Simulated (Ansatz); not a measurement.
`c1csc(-c2ccc(-c3ccc(-c4ccc(-c5cccs5)s4)s3)s2)c1` with charge +1. The state is a doublet with charge 1. Geometry PBE-D4/def2-SVP, that of the neutral singlet; atoms count from 1.

| atom | x (Å) | y (Å) | z (Å) |
| --- | --- | --- | --- |
| C1 | -7.102 | 4.696 | 1.772 |
| C2 | -8.094 | 4.046 | 1.061 |
| S3 | -7.471 | 2.684 | 0.193 |
| C4 | -5.844 | 2.971 | 0.781 |
| C5 | -4.759 | 2.103 | 0.390 |
| C6 | -4.778 | 0.982 | -0.441 |
| C7 | -3.512 | 0.372 | -0.599 |
| C8 | -2.493 | 1.012 | 0.109 |
| C9 | -1.094 | 0.679 | 0.191 |
| C10 | -0.069 | 1.322 | 0.890 |
| C11 | 1.193 | 0.703 | 0.738 |
| C12 | 1.166 | -0.428 | -0.081 |
| C13 | 2.240 | -1.308 | -0.461 |
| C14 | 2.212 | -2.428 | -1.296 |
| C15 | 3.472 | -3.051 | -1.451 |
| C16 | 4.493 | -2.426 | -0.734 |
| C17 | 5.888 | -2.798 | -0.656 |
| C18 | 6.482 | -4.007 | -1.019 |
| C19 | 7.890 | -4.023 | -0.815 |
| C20 | 8.371 | -2.835 | -0.295 |
| S21 | 7.102 | -1.680 | -0.064 |
| S22 | 3.864 | -1.050 | 0.148 |
| S23 | -0.463 | -0.716 | -0.664 |
| S24 | -3.134 | 2.393 | 0.979 |
| C25 | -5.825 | 4.088 | 1.616 |
| H26 | -7.288 | 5.585 | 2.390 |
| H27 | -9.161 | 4.290 | 0.998 |
| H28 | -5.698 | 0.619 | -0.921 |
| H29 | -3.334 | -0.520 | -1.216 |
| H30 | -0.242 | 2.222 | 1.496 |
| H31 | 2.115 | 1.067 | 1.212 |
| H32 | 1.293 | -2.773 | -1.789 |
| H33 | 3.648 | -3.927 | -2.089 |
| H34 | 5.905 | -4.860 | -1.399 |
| H35 | 8.533 | -4.886 | -1.036 |
| H36 | 9.402 | -2.569 | -0.034 |
| H37 | -4.906 | 4.452 | 2.098 |

Single mean-field runs in def2-TZVP are fitted with def2-universal-jkfit.

(1) Estimate the Mulliken populations of the heavy atoms from the PBE0/def2-TZVP orbitals of Ansatz.

(2) Where does the spin sit?

(3) And the Mayer bond orders between heavy atoms (over 0.3)?

Results:

(1) 
```tsv
atom	charge (e)	spin (α − β)
C1	-0.14	-0.02
C2	-0.15	0.11
S3	0.08	0.00
C4	-0.03	-0.01
C5	0.17	0.14
C6	-0.13	0.00
C7	-0.16	0.08
C8	0.05	0.04
C9	0.10	0.11
C10	-0.15	0.05
C11	-0.14	0.05
C12	0.11	0.11
C13	0.03	0.04
C14	-0.14	0.08
C15	-0.18	0.00
C16	0.20	0.13
C17	0.00	-0.01
C18	-0.21	0.08
C19	-0.13	-0.03
C20	-0.16	0.11
S21	0.08	0.00
S22	0.05	-0.03
S23	0.02	-0.04
S24	0.02	-0.03
C25	-0.18	0.08
```
Mulliken values depend strongly on the basis.

(2) Summed by element: C 1.13, S -0.10, H -0.04, of 1 unpaired in all. Largest on single atoms: C5 0.14, C16 0.13, C12 0.11.

(3) C1–C2 1.60 (1.38 Å); C1–C25 1.37 (1.42 Å); C2–S3 1.27 (1.73 Å); S3–C4 1.28 (1.75 Å); C4–C5 1.05 (1.44 Å); C4–C25 1.40 (1.39 Å); C5–C6 1.34 (1.40 Å); C5–S24 1.26 (1.75 Å); C6–C7 1.41 (1.41 Å); C7–C8 1.31 (1.40 Å); C8–C9 1.11 (1.44 Å); C8–S24 1.25 (1.75 Å); C9–C10 1.30 (1.40 Å); C9–S23 1.25 (1.75 Å); C10–C11 1.43 (1.41 Å); C11–C12 1.30 (1.40 Å); C12–C13 1.10 (1.44 Å); C12–S23 1.25 (1.75 Å); C13–C14 1.33 (1.40 Å); C13–S22 1.25 (1.75 Å); C14–C15 1.41 (1.41 Å); C15–C16 1.41 (1.40 Å); C16–C17 0.98 (1.45 Å); C16–S22 1.25 (1.75 Å); C17–C18 1.45 (1.40 Å); C17–S21 1.27 (1.75 Å); C18–C19 1.37 (1.42 Å); C19–C20 1.60 (1.38 Å); C20–S21 1.27 (1.73 Å).
